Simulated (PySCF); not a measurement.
C4H10OSi, SMILES O1[C@](CC1)(C)[SiH3]. The structure is a stationary point at PBE-D3(BJ)/def2-SVP. The structure was generated by enumeration; whether it is a known compound was not checked.

Computed equilibrium geometry at PBE-D3(BJ)/def2-SVP (PySCF confirms it by a frequency run) as Cartesian coordinates in Å:
```xyz
16

C      0.0700     1.5607     1.0669
C     -0.0283     0.2732     0.2683
Si     1.5996    -0.2013    -0.6398
C     -0.7569    -0.9192     0.9462
C     -1.6799    -0.8708    -0.2830
O     -1.0805     0.3536    -0.7616
H      0.8096     1.4583     1.8881
H     -0.9169     1.8144     1.5083
H      0.3843     2.4070     0.4226
H      1.3624    -1.4709    -1.4114
H      1.9820     0.9004    -1.5886
H      2.7349    -0.4311     0.3277
H     -1.2495    -0.6328     1.8971
H     -0.1805    -1.8515     1.1062
H     -2.7693    -0.7544    -0.0923
H     -1.5359    -1.7142    -0.9977
```
Charge 0, spin multiplicity 1.
